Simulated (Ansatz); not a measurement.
Complex (SMILES): Cl (HCl) with C#N (CH-N), atoms 1 to 2 the first; geometry from B3LYP-D3(BJ)/def2-TZVP, monomers rigid:
```xyz
5

Cl     0.5827     0.3550    -0.5709
H     -0.2332    -0.1068     0.3213
C     -2.2420    -1.2590     2.4984
N     -1.5177    -0.8394     1.7187
H     -2.9178    -1.6506     3.2258
```

Basis-set convergence of the uncorrected interaction energy at HF with Ansatz (a first-principles code). Cartesian d functions, on some or all atoms, in 6-31G*, 6-31G**, 6-31+G*, 6-311G**, 6-311+G**; all else is spherical. No added dispersion term, no relativity. Functions are those of the species that has most. Reference: the counterpoise-corrected one, the value in aug-pcseg-3, -2.69 kcal/mol. Deviations are taken from unrounded values.

```json
[
 {"basis": "STO-3G", "functions": "21", "uncorrected interaction energy (kcal/mol)": "-5.32", "minus reference (kcal/mol)": "-2.63"},
 {"basis": "3-21G", "functions": "35", "uncorrected interaction energy (kcal/mol)": "-6.88", "minus reference (kcal/mol)": "-4.19"},
 {"basis": "6-31G", "functions": "35", "uncorrected interaction energy (kcal/mol)": "-5.72", "minus reference (kcal/mol)": "-3.03"},
 {"basis": "pcseg-0", "functions": "35", "uncorrected interaction energy (kcal/mol)": "-5.69", "minus reference (kcal/mol)": "-3.00"},
 {"basis": "6-31G*", "functions": "53", "uncorrected interaction energy (kcal/mol)": "-3.83", "minus reference (kcal/mol)": "-1.14"},
 {"basis": "pcseg-1", "functions": "56", "uncorrected interaction energy (kcal/mol)": "-3.62", "minus reference (kcal/mol)": "-0.93"},
 {"basis": "6-31G**", "functions": "59", "uncorrected interaction energy (kcal/mol)": "-4.05", "minus reference (kcal/mol)": "-1.36"},
 {"basis": "6-31+G*", "functions": "65", "uncorrected interaction energy (kcal/mol)": "-3.41", "minus reference (kcal/mol)": "-0.72"},
 {"basis": "6-311G**", "functions": "75", "uncorrected interaction energy (kcal/mol)": "-3.76", "minus reference (kcal/mol)": "-1.06"},
 {"basis": "6-311+G**", "functions": "87", "uncorrected interaction energy (kcal/mol)": "-3.49", "minus reference (kcal/mol)": "-0.80"},
 {"basis": "6-311++G(2d,2p)", "functions": "109", "uncorrected interaction energy (kcal/mol)": "-3.07", "minus reference (kcal/mol)": "-0.38"},
 {"basis": "pcseg-2", "functions": "122", "uncorrected interaction energy (kcal/mol)": "-2.97", "minus reference (kcal/mol)": "-0.28"},
 {"basis": "6-311++G(3df,3pd)", "functions": "161", "uncorrected interaction energy (kcal/mol)": "-3.03", "minus reference (kcal/mol)": "-0.34"},
 {"basis": "pcseg-3", "functions": "250", "uncorrected interaction energy (kcal/mol)": "-2.73", "minus reference (kcal/mol)": "-0.04"},
 {"basis": "pcseg-4", "functions": "429", "uncorrected interaction energy (kcal/mol)": "-2.70", "minus reference (kcal/mol)": "-0.01"}
]
```

The smallest set listed that lies within 0.1 kcal/mol of the reference with all its larger relatives (same family, alike in diffuse functions; a set with none counts only in the reference's own line) is pcseg-3 (250 functions, -0.04 kcal/mol off).
